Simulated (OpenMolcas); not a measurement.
An atom or ion with 8 electrons was computed by SS-CASPT2, IPEA 0.25 Eh, imaginary shift 0.1 Eh with spin-orbit coupling (OpenMolcas, ANO-RCC-VTZP, DKH2). The lowest levels that the run gave, each within 12 % of the measured value where one is at hand:

```csv
J,Parity,E (cm⁻¹),g
2,even,0.0,1.501
1,even,149,1.501
0,even,222,
2,even,16120,1.000
0,even,33600,
```

Q: Which ion is it, and what are the configurations and terms?

A: O I (Z = 8, neutral; active space 6 electrons in 4 orbitals (2s 2p)). J, parity and g give the terms where levels are pure, and mixed ones are named by the computed weights; the size of the splittings, set against known spectra of the 8-electron sequence, gives the charge. In order, with the measured energies in cm⁻¹ (NIST Handbook of Basic Atomic Spectroscopic Data): 2s² 2p⁴ ³P₂, 2s² 2p⁴ ³P₁ (158), 2s² 2p⁴ ³P₀ (227), 2s² 2p⁴ ¹D₂ (15868), 2s² 2p⁴ ¹S₀ (33793).

Term energies are means over components that CASPT2 splits; among the terms shown or strongly mixed into the levels shown the widest spread is 94 cm-1 (2s² 2p⁴ ¹D). Terms from blocks run as CI alone lack orbitals of their own. Computed and measured levels are paired by configuration, term and J; levels that our copy of the source lacks, or whose pairing is in doubt (as where it misses far off the trend of its configuration), stay unpaired and out of the deviations. Levels of configurations outside the active space are missing.
